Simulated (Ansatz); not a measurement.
Caution, from a PySCF single point (PBE-D3(BJ)/def2-TZVPD) at this geometry: the highest occupied level lies above zero, so the state may not be bound. Caution, from a PySCF single point (PBE-D3(BJ)/def2-TZVPD) at this geometry: the restricted solution is unstable towards spin-unrestricted or complex orbitals, so a lower solution exists and this singlet may not be the ground state. This singlet lies 0.70 eV below the relaxed triplet at the level frozen-core CCSD(T)/aug-cc-pVTZ // PBE-D3(BJ)/def2-SVPD (Ansatz, a quantum-chemistry and plane-wave program).

A geometry relaxed with PBE-D3(BJ)/def2-SVPD (Ansatz), charge -1, multiplicity 1:

```xyz
3

F      1.0973    -0.2110     0.0000
H     -1.0052    -0.3485     0.0000
B     -0.0921     0.5595     0.0000
```

Question: Write the SMILES of this molecule.

Answer: `[BH-]F`
